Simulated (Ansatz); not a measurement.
Cartesian coordinates in Å:
```
O 1.455 0.515 -1.001
B 0.293 -0.170 -0.926
F -0.067 -0.810 -2.036
Al -0.900 -0.226 0.865
F -0.199 0.667 2.076
H 1.686 0.965 -0.185
H -2.267 -0.940 1.207
```

Charge 0, multiplicity 1.

(1) List the ωB97M-V/def2-TZVPP orbital energies in eV (Ansatz 0.2.0). (An estimate is asked.)

Answers

(1) The calculation gave: Occupied: -1532.64, -677.74, -676.73, -527.08, -189.68, -117.23, -76.90, -76.74, -76.67, -36.62, -34.88, -32.08, -19.32, -17.34, -16.14, -15.72, -15.35, -14.65, -14.31, -14.18, -13.12, -12.65, -10.10. Lowest empty: -0.36, 1.50, 2.34, 2.56, 2.77, 3.28, 4.32, 4.97.
